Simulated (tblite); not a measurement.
Species: hexafluoroarsenate anion, AsF₆ (charge -1).
SMILES: `F[As-](F)(F)(F)(F)F`

Level: GFN2-xTB in tblite, geometry and Hessian alike; calculated harmonic values, unscaled, isolated species. Against measured fundamentals such values can be off by several per cent, at times by over 20.

Harmonic wavenumbers (cm⁻¹): 159.3, 159.5, 159.5, 269.3, 269.4, 269.5, 282.4, 282.4, 282.5, 393.4, 393.7, 428.3, 428.6, 428.9, 464.9.

A = 2137, B = 2136, C = 2136 MHz; mass 188.912 u (most abundant isotopes); point group Oh, symmetry number 24.

Q: Zero-point energy?

A: ½Σν̃ = 2336 cm⁻¹ = 27.94 kJ/mol.

Q: What is S at 273.15 K and 1 bar for an ideal gas of classical rigid rotors and harmonic oscillators?

A: Translation 172.40, rotation 89.18, vibration 84.65: S = 346.2 J/(mol K).

Q: And Cp and H(273.15 K) − H(0)?

A: Cp = 132.26 J/(mol K), of which vibrations give 99.00 (their classical limit is 15 R = 124.7); H(273.15 K) − H(0) = 23.15 kJ/mol without the zero-point energy, 14.07 from vibrations.

Q: How do the functions run with temperature in this model?

A: 
```
 T (K)  S (J/(mol K))  Cp (J/(mol K))  H − H(0) (kJ/mol)  G − H(0) (kJ/mol)  ln q(vib)
   150          276.6            97.4               8.63             -32.86       1.28
   250          334.7           128.3              20.14             -63.54       3.46
298.15          358.0           135.8              26.51             -80.22       4.55
   400          399.3           144.8              40.85            -118.87       6.75
   600          459.6           151.8              70.64            -205.12      10.51
   900          521.9           155.2             116.79            -352.94      14.93
```

q(vib) and H(0) count from the zero-point level.

Q: What must be added to the electronic energy to get the Gibbs energy at 273.15 K and 1 bar?

A: ZPE + [H(273.15 K) − H(0)] − T·S = 27.94 + 23.15 − 94.57 = -43.48 kJ/mol.

Hindered rotation and anharmonicity are outside this model.

Time: 0.13 s. Hardware: one thread of an Arm Neoverse V1 (shared host). The figure is for the frequency step alone.
